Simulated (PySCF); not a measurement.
## Diatomics of C with the alkali metals

PBE with double-zeta basis sets in PySCF, for the lowest determinant that a PBE0 search found; no spin–orbit coupling. De refers to high-spin ground-configuration atoms. A positive dipole means M(−)C(+).

```
 M          basis  state (unpaired electrons)  Re (Å)  ωe (cm⁻¹)  De (eV)  μ (D)
Li  jorge-DZP-DKH         quartet (σ ↑, π ↑↑)   1.935        643     2.64  -5.89
Na        cc-pVDZ         quartet (σ ↑, π ↑↑)   2.255        409     2.08  -6.49
 K       def2-SVP         quartet (σ ↑, π ↑↑)   2.567        349     2.18  -7.77
Rb      def2-SVPD         quartet (σ ↑, π ↑↑)   2.724        306     2.21  -8.37
Cs      def2-SVPD         quartet (σ ↑, π ↑↑)   2.837        295     2.35  -8.23
```

The shortest bond is that of LiC (1.935 Å), the longest that of CsC (2.837 Å).

The rows differ in basis set, which adds steps of its own.

Relativity is treated differently too: Li spin-free X2C; Na no relativity; K no relativity; Rb scalar-relativistic core potentials; Cs scalar-relativistic core potentials.

Down a group bonds as a rule get longer and wavenumbers fall, partly through the reduced mass; this series shows no clear exception.

These are scalar-relativistic numbers at best; spin–orbit coupling would shift them, the dissociation energy most. States were picked by a PBE0 search and need not be the measured ground states.
